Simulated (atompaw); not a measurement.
PBE PAW (atompaw) dataset for manganese, scalar-relativistic all-electron reference.

atompaw 4.2.0.5 was run on this input:

```
Mn 25
GGA-PBE scalarrelativistic loggrid 1500 logderivrange -3 5 201
4 4 3 0 0 0
4 0 0.5
4 1 0
3 2 5
0 0 0
c
c
c
v
c
c
v
v
2
2.70 2.50 2.25 2.55
y
4.25
n
y
3.85
n
y
-0.5
n
custom rrkj vanderbiltortho sinc
3 0 troulliermartins
2.70
2.70
2.70
2.70
1.70
1.70
PWSCFOUT
UPFDX 0.0125d0 UPFXMIN -7.d0 UPFZMESH 25.d0
END
```

Command:

```bash
atompaw < Mn.input > Mn.log
```

The program printed (summary file):

```
Completed calculations for Mn (AE)

 Exchange-correlation type: GGA, Perdew-Burke-Ernzerhof

 Radial integration grid is logarithmic
 r0 =   3.3078265E-04 h =   8.2695663E-03   n =      1500 rmax =   8.0000000E+01

 Scalar relativistic calculation

 AEatom converged in  33 iterations
   nz     =  25.00
   delta  =       7.860800299712E-17

 All Electron Orbital energies:
  n  l      occupancy      energy
  1  0      2.0000000E+00 -4.7351911E+02
  2  0      2.0000000E+00 -5.5612312E+01
  3  0      2.0000000E+00 -7.2575064E+00
  4  0      5.0000000E-01 -1.1442674E+00
  2  1      6.0000000E+00 -4.7253052E+01
  3  1      6.0000000E+00 -4.9591702E+00
  4  1      0.0000000E+00 -7.6935319E-01
  3  2      5.0000000E+00 -1.4308074E+00

 Total energy
   Total                    :    -2315.46928443109618

 ---
 Completed calculations for Mn (SC)

 Exchange-correlation type: GGA, Perdew-Burke-Ernzerhof

 Radial integration grid is logarithmic
 r0 =   3.3078265E-04 h =   8.2695663E-03   n =      1500 rmax =   8.0000000E+01

 Scalar relativistic calculation

 SCatom converged in   2 iterations
   nz     =  25.00
   delta  =       2.223221938567E-18

 Valence Electron Orbital energies:
  n  l      occupancy      energy
   4  0      5.0000000E-01 -1.1442674E+00
   4  1      0.0000000E+00 -7.6935319E-01
   3  2      5.0000000E+00 -1.4308074E+00

 Total energy
   Total                    :    -2315.46928443108254
   Valence                  :     -122.57510495307463

 PAW parameters:
       lmax =            2
         rc =    2.7173481211471096
        irc =         1091
   rc_shape =    2.5016494447015414
    rc_vloc =    2.2652875454899202
    rc_core =    2.5644966740998760
   Vloc: Norm-conserving Troullier-Martins with l= 3;e=   0.0000E+00
   Projector type: RRKJ pseudization + Vanderbilt ortho.
   Sinc^2 compensation charge shape zeroed at   2.5016E+00

 Number of basis functions     6
 No.   n  nodes  l      Energy         Cp coeff         Occ
  1    4    3    0   -0.1144267E+01  0.6167929E+01  0.5000000E+00
  2  999    4    0    0.4250000E+01  0.1554915E+00  0.0000000E+00
  3    4    2    1   -0.7693532E+00  0.7521577E+01  0.0000000E+00
  4  999    3    1    0.3850000E+01  0.7662265E+00  0.0000000E+00
  5    3    0    2   -0.1430807E+01 -0.1013043E+02  0.5000000E+01
  6  999    1    2   -0.5000000E+00 -0.1090335E+02  0.0000000E+00

 Eigenvalues of overlap operator (in the basis of projectors):
    1        3.68441159E-03
    2        1.08144667E+00
    3        4.52222882E+00
    4        4.73501724E+00
    5        9.09823694E+00
    6        1.58216816E+02

 Orbital leakage outside PAW augmentation regions
   orb  is_core?  %out_of_sphere
   1 0    T           0.00
   2 0    T           0.00
   3 0    T           0.01
   4 0    F          44.45
   2 1    T           0.00
   3 1    T           0.07
   4 1    F          65.82
   3 2    F           2.95

 Summary of PAW energies
   Total valence energy     :   -122.57510686574771
   Smooth energy            :     11.63598291929286
   One center               :   -134.21108978504057
   Smooth kinetic           :     15.65705422370556
   Vloc energy              :     -4.46230110609266
   Smooth exch-corr         :     -2.64922891301435
   One-center xc            :   -100.64710419134896
```

The run took about 5 s on one core of a shared server CPU.
